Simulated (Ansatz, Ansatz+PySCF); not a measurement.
```xyz
5

C    -0.5647   -0.2676   -0.2296
O     0.6087    0.2970    0.1285
H     0.4995    0.6910    0.9551
H    -0.5588   -0.8118   -1.1400
H    -1.2879   -0.5171    0.5580
```

Basis set: def2-SVP (spherical functions). Left uncorrelated: 2 orbitals. Charge 0, multiplicity 2.

Computed with Ansatz (development build ahead of 0.2.0); each method stands on the lowest determinant of its kind that the runs found.

(1) Give the atomization energy at this shape (free ground-state atoms in the same class of orbitals less the molecule, no zero-point energy) of doublet CH3O by UHF-MP2, UHF.

Answers

(1)

```csv
method,atomization energy
UHF-MP2,1624.3 kJ/mol
UHF,1218.1 kJ/mol
```
